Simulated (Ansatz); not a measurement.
Total energies of SiFCl3 (SiCl₃F) from Ansatz at PBE-D4/def2-TZVP, gas phase (1 Eh = 27.2114 eV = 2625.5 kJ/mol). The reference geometry is relaxed at PBE-D4/def2-SVP.

Cartesian coordinates in Å:
```
Si -0.023 -0.046 0.036
F -0.605 -1.235 0.967
Cl 1.925 -0.473 -0.410
Cl -0.153 1.709 1.075
Cl -1.145 0.046 -1.669
```

```tsv
state	geometry	energy (Eh)
charge 0 singlet	reference	-1769.46503
charge 1 doublet	reference	-1769.05375
free Si atom (triplet)	–	-289.22285
free F atom (doublet)	–	-99.66912
free Cl atom (doublet)	–	-459.95840
```

**Question.** Work out the vertical ionisation energy to the doublet.

**Answer.** E(charge 1 doublet) − E(charge 0 singlet) = -1769.05375 − (-1769.46503) = 0.41128 Eh = 11.19 eV. For comparison, −ε of the highest occupied level is 8.22 eV at this level, 2.97 eV less.

**Question.** What is the binding energy per atom against free atoms?

**Answer.** Atoms: 1 × (-289.22285) + 1 × (-99.66912) + 3 × (-459.95840) = -1768.76717 Eh. Binding: -1768.76717 − (-1769.46503) = 0.69786 Eh = 18.99 eV, or 3.80 eV for each of 5 atoms (no zero-point energy, no counterpoise term).
